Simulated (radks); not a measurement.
Values are calculated unless marked as measured or tabulated.
Question: Isoelectronic series with 13 electrons, all held in the configuration [Ne] 3s2 3p1, which need not be the ground one along the series. Code: a radial shooting solver on a logarithmic mesh with Libxc functionals. Model: Dirac Kohn-Sham, PBE, spin-unpolarised, spherical densities, finite nucleus; open shells fill j = l - 1/2 first; Fermi nuclear charge, rms radius of each element as measured or else 0.836 A^(1/3) + 0.57 fm. Total energies (hartree) and mean radii <r> (bohr) (* marks an orbital that is empty in some or all of the ions):

| ion | E (hartree) | 3p3/2* | 3p1/2 | 3s1/2 | 2p3/2 |
|---|---|---|---|---|---|
| Al | -242.68517 | 3.452 | 3.443 | 2.543 | 0.6042 |
| P2+ | -340.84324 | 1.973 | 1.968 | 1.744 | 0.4849 |
| Cl4+ | -456.66658 | 1.448 | 1.443 | 1.352 | 0.4053 |
| K6+ | -590.17091 | 1.156 | 1.152 | 1.111 | 0.3483 |
| V10+ | -910.48525 | 0.8317 | 0.8271 | 0.8245 | 0.2719 |
| Mn12+ | -1097.47613 | 0.7308 | 0.7261 | 0.7311 | 0.2450 |
| Co14+ | -1302.50182 | 0.6522 | 0.6473 | 0.6568 | 0.2229 |
| Cu16+ | -1525.68850 | 0.5890 | 0.5839 | 0.5962 | 0.2045 |
| Ga18+ | -1767.17571 | 0.5371 | 0.5318 | 0.5457 | 0.1889 |
| As20+ | -2027.11681 | 0.4936 | 0.4881 | 0.5031 | 0.1755 |
| Br22+ | -2305.67924 | 0.4567 | 0.4510 | 0.4665 | 0.1638 |
| Rb24+ | -2603.04486 | 0.4249 | 0.4189 | 0.4347 | 0.1536 |
| Nb28+ | -3254.98754 | 0.3729 | 0.3665 | 0.3822 | 0.1365 |
| Tc30+ | -3610.00593 | 0.3513 | 0.3447 | 0.3603 | 0.1293 |
| Rh32+ | -3984.71243 | 0.3321 | 0.3252 | 0.3406 | 0.1228 |

Estimate the row of Sc8+.

Answer: E (hartree) -741.41633; 3p3/2* 0.9662; 3p1/2 0.9618; 3s1/2 0.9460; 2p3/2 0.3054.
